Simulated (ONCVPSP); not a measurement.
**How hard is this cadmium (Cd) ONCV potential?**

ONCVPSP 4.0.1 input, shortened (lines: element, Z, core and valence counts, functional; n l f; lmax; l rc ep ncon nbas qcut; lloc lpopt rc5 dvloc0; l nproj debl; icmod fcfact rcfact), LDA (Perdew-Zunger), scalar-relativistic:

```
  Cd 48.00    6    4        3      upf
    1    0    2.00
    2    0    2.00
    2    1    6.00
    3    0    2.00
    3    1    6.00
    3    2   10.00
    4    0    2.00
    4    1    6.00
    4    2   10.00
    5    0    1.50
    2
    0    1.30    0.00    4    7    9.70
    1    1.35    0.00    4    9    9.20
    2    1.60    0.00    3    7    7.70
    4    5    1.00    4.00
    0    2    2.20
    1    2    2.20
    2    2    0.50
    3    3.25    1.10
```

In the p channel the program set the typed energies aside and used -2.619, 0.250 Ha. In the d channel the program set the typed energies aside and used -0.594, 0.250 Ha.

**Question.** For each optimised wave give the share of its norm inside rc, the residual kinetic energy above qcut (Ha) and the cutoffs (Ha) for errors of 10, 1, 0.1 and 0.01 mHa per electron.

**Answer.**

| wave | norm inside rc | residual KE | 10 mHa | 1 mHa | 0.1 mHa | 0.01 mHa |
| --- | --- | --- | --- | --- | --- | --- |
| 4s | 0.911 | 3.8e-06 | 28.4 | 35.2 | 40.8 | 44.9 |
| 5s | 0.044 | 3.0e-06 | 22.7 | 31.9 | 39.0 | 44.4 |
| 4p | 0.871 | 8.5e-06 | 15.4 | 20.7 | 35.0 | 42.6 |
| p projector 2 | 0.069 | 8.7e-06 | 13.5 | 18.2 | 34.4 | 42.4 |
| 4d | 0.764 | 1.0e-04 | 21.4 | 25.8 | 30.8 | 84.2 |
| d projector 2 | 0.061 | 2.5e-05 | 17.5 | 23.1 | 27.3 | 34.6 |

The occupied waves need 35 Ha and 41 Ha for 1 and 0.1 mHa.
